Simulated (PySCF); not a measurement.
## `COC(F)=C=C=C=CF`, C$_{6}$H$_{4}$F$_{2}$O

Geometry:
```json
{"atom": "C1", "x (Å)": "-2.457", "y (Å)": "0.407", "z (Å)": "-0.071"}
{"atom": "O2", "x (Å)": "-2.337", "y (Å)": "-0.351", "z (Å)": "-1.258"}
{"atom": "C3", "x (Å)": "-1.122", "y (Å)": "-0.726", "z (Å)": "-1.609"}
{"atom": "F4", "x (Å)": "-1.177", "y (Å)": "-1.424", "z (Å)": "-2.722"}
{"atom": "C5", "x (Å)": "0.020", "y (Å)": "-0.474", "z (Å)": "-0.984"}
{"atom": "C6", "x (Å)": "1.117", "y (Å)": "-0.235", "z (Å)": "-0.374"}
{"atom": "C7", "x (Å)": "2.219", "y (Å)": "0.003", "z (Å)": "0.239"}
{"atom": "C8", "x (Å)": "3.358", "y (Å)": "0.291", "z (Å)": "0.829"}
{"atom": "F9", "x (Å)": "3.909", "y (Å)": "-0.473", "z (Å)": "1.770"}
{"atom": "H10", "x (Å)": "-3.525", "y (Å)": "0.618", "z (Å)": "0.053"}
{"atom": "H11", "x (Å)": "-2.080", "y (Å)": "-0.161", "z (Å)": "0.794"}
{"atom": "H12", "x (Å)": "-1.892", "y (Å)": "1.350", "z (Å)": "-0.153"}
{"atom": "H13", "x (Å)": "3.966", "y (Å)": "1.178", "z (Å)": "0.612"}
```

Computed with TDDFT CAM-B3LYP/aug-cc-pVDZ circular dichroism and optical rotation, one conformer, gas phase (PySCF 2.14.0). Geometry: PBE0-D3(BJ)/def2-SVP.

No stereocentre is labelled: unless the shape is locked (an allene, a helicene, a hindered biaryl), the mirror image is equally populated and a measured rotation or CD is zero. Singlets 8 and 9 lie within 0.01 eV of each other, so their separate moments and overlaps can depend on how they mix.

Task: Which excitations and rotatory strengths does the calculation give?

Result: Rotatory strengths R in 10⁻⁴⁰ esu² cm², velocity form and length form (origin at the centre of mass); f in length form.
| state | E (eV) | λ (nm) | f | R (velocity) | R (length) | main |
| --- | --- | --- | --- | --- | --- | --- |
| 1 | 3.20 | 387 | 0.0001 | -0.2 | -0.1 | HOMO→LUMO 0.98 |
| 2 | 4.19 | 296 | 0.0003 | +0.6 | +0.8 | HOMO−1→LUMO+1 0.96 |
| 3 | 4.58 | 271 | 0.015 | +1.2 | +1.2 | HOMO→LUMO+1 0.56, HOMO−1→LUMO 0.42 |
| 4 | 5.67 | 219 | 0.028 | -8.1 | -8.3 | HOMO→LUMO+2 0.71 |
| 5 | 5.95 | 208 | 1.919 | +26.6 | +26.8 | HOMO−1→LUMO 0.50, HOMO→LUMO+1 0.36 |
| 6 | 6.26 | 198 | 0.0008 | -0.7 | -0.6 | HOMO−1→LUMO+2 0.58, HOMO−1→LUMO+3 0.28 |
| 7 | 6.41 | 193 | 0.008 | -9.3 | -9.4 | HOMO→LUMO+3 0.46, HOMO→LUMO+4 0.32 |
| 8 | 6.44 | 193 | 0.0009 | +0.6 | +0.2 | HOMO−2→LUMO 0.60, HOMO−4→LUMO 0.14 |
| 9 | 6.45 | 192 | 0.0009 | -2.2 | -1.9 | HOMO→LUMO+4 0.35, HOMO→LUMO+3 0.33 |
| 10 | 6.68 | 186 | 0.053 | +2.3 | +1.9 | HOMO→LUMO+5 0.69 |
| 11 | 6.87 | 180 | 0.014 | -1.8 | -1.8 | HOMO−1→LUMO+3 0.45, HOMO−1→LUMO+6 0.15 |
| 12 | 7.01 | 177 | 0.0009 | -0.2 | 0.0 | HOMO→LUMO+6 0.74 |

For state 12 the two forms differ in sign, so the sign of R isn't settled.

Among the states computed, the strongest CD band (largest |R|) is state 5. The largest dissymmetry factor in size, g = 4R/(D+G), with D and G the electric and magnetic dipole strengths, is +0.022 for state 2 (velocity form, f = 0.0002), among bands with |R| over 0.5. The mirror image has the same energies and oscillator strengths and all R with the opposite sign.
